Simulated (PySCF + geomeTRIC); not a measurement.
Species: C3H4O, SMILES `C#CCO` (charge 0, multiplicity 1).

Give a relaxed geometry from PBE-D3(BJ)/def2-TZVP in PySCF + geomeTRIC.

This is not unique; one that fits is the end point of this relaxation, one of several conformers (outside a Z-matrix the atoms follow the SMILES, hydrogens last).
Cartesian coordinates (Å) in one orientation:
```xyz
8

C      1.860     0.245    -0.017
C      0.699    -0.103    -0.036
C     -0.711    -0.477    -0.097
O     -1.601     0.623     0.114
H      2.887     0.546     0.015
H     -0.942    -1.205     0.695
H     -0.911    -0.976    -1.066
H     -1.312     1.342    -0.474
```
